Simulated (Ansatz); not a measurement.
A geometry optimisation of C4H5FSi with r2SCAN-D4/def2-SVP

The starting geometry of this gas-phase singlet was optimised with GFN2-xTB; its bonds are those of `F/[SiH]=C/C1C=C1`.

```yaml
atoms:
  - { symbol: C, position_ang: [-1.4191, 0.6735, 0.0388] }
  - { symbol: C, position_ang: [-0.2563, 1.5851, 0.1651] }
  - { symbol: C, position_ang: [-0.2893, 2.9434, -0.4867] }
  - { symbol: C, position_ang: [-0.4250, 2.9367, 0.8064] }
  - { symbol: F, position_ang: [-2.6804, -1.9615, -0.1786] }
  - { symbol: Si, position_ang: [-1.3382, -1.0734, -0.0354] }
  - { symbol: H, position_ang: [-0.3054, -2.0779, 0.0032] }
  - { symbol: H, position_ang: [-2.3825, 1.1652, -0.0277] }
  - { symbol: H, position_ang: [0.7030, 1.0810, 0.2620] }
  - { symbol: H, position_ang: [-0.2593, 3.4761, -1.4060] }
  - { symbol: H, position_ang: [-0.5924, 3.4609, 1.7159] }
```

Q: Predict what becomes of its bonds when it is optimised with r2SCAN-D4/def2-SVP.

A: It keeps its bonds, and is `F/[SiH]=C/C1C=C1`.

The energy falls by 0.13 eV over 9 steps:

```json
{"step": "1", "E − E(last) (eV)": "0.133"}
{"step": "2", "E − E(last) (eV)": "0.018"}
{"step": "3", "E − E(last) (eV)": "0.001"}
{"step": "4", "E − E(last) (eV)": "0.001"}
{"step": "5", "E − E(last) (eV)": "0.000"}
{"step": "6", "E − E(last) (eV)": "0.000"}
{"step": "7", "E − E(last) (eV)": "0.000"}
{"step": "8", "E − E(last) (eV)": "0.000"}
{"step": "9", "E − E(last) (eV)": "0.000"}
```

Final geometry (Å):

```yaml
atoms:
  - { symbol: C, position_ang: [-1.4308, 0.6541, 0.0094] }
  - { symbol: C, position_ang: [-0.2602, 1.5605, 0.1442] }
  - { symbol: C, position_ang: [-0.2755, 2.9391, -0.4790] }
  - { symbol: C, position_ang: [-0.4015, 2.9090, 0.8157] }
  - { symbol: F, position_ang: [-2.7269, -1.9596, -0.1757] }
  - { symbol: Si, position_ang: [-1.3881, -1.0545, -0.0243] }
  - { symbol: H, position_ang: [-0.2126, -1.9433, 0.0707] }
  - { symbol: H, position_ang: [-2.4125, 1.1400, -0.0755] }
  - { symbol: H, position_ang: [0.7125, 1.0442, 0.2268] }
  - { symbol: H, position_ang: [-0.2703, 3.4968, -1.4149] }
  - { symbol: H, position_ang: [-0.5789, 3.4229, 1.7598] }
```

No frequencies were run, so the end isn't proven a minimum. Run with Ansatz 0.2.0, 66 s on 2 threads of AMD EPYC (Zen 3), on a shared host.
